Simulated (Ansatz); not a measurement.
This geometry of CH7NSi2 (11 atoms, charge 0, multiplicity 1) is a first-order saddle point.

The calculation used Ansatz, UKS B3LYP-D4/def2-SVP.

```xyz
11
Properties=species:S:1:pos:R:3
C -0.644 1.262 -0.209
N -0.601 -0.188 -0.214
Si 0.341 -1.238 1.546
Si 0.666 -1.229 -0.754
H -1.068 1.607 -1.170
H -1.311 1.629 0.589
H 0.340 1.751 -0.074
H -1.083 -0.699 1.178
H 1.236 -0.084 1.967
H 0.275 -2.334 -1.665
H 1.914 -0.533 -1.173
```

Which two structures does it join? (They come from a converged band through this point; their orientation in space is the band's.)

Bonds broken: Si3–H8. Bonds formed: N2–H8.

Initial state:

```xyz
11
Properties=species:S:1:pos:R:3
C -0.624 1.436 -0.340
N -0.085 0.127 -0.038
Si 0.187 -0.925 1.335
Si 0.743 -1.196 -0.832
H -1.010 1.477 -1.372
H -1.461 1.684 0.334
H 0.134 2.235 -0.237
H -1.020 -1.513 1.992
H 1.135 -0.460 2.393
H -0.039 -1.990 -1.827
H 2.106 -0.932 -1.388
```

Final state:

```xyz
11
Properties=species:S:1:pos:R:3
C -0.618 1.190 -0.076
N -0.531 -0.253 0.185
Si 0.464 -1.038 1.784
Si 0.844 -1.332 -0.500
H -1.027 1.393 -1.080
H -1.252 1.684 0.678
H 0.388 1.627 -0.014
H -1.451 -0.689 0.109
H 1.442 0.140 1.695
H 0.179 -2.355 -1.366
H 1.627 -0.424 -1.394
```

How far does it lie above each of them?

2.29 eV above the first and 1.93 eV above the second. This is the barrier of this one path; another mechanism may lie lower. The orbitals stay closed-shell, which can raise the energy where a bond breaks towards radicals; this wasn't checked here.

Run time: 4 min on 2 threads of Arm Neoverse V1, on a shared host, peak memory 0.28 GiB.
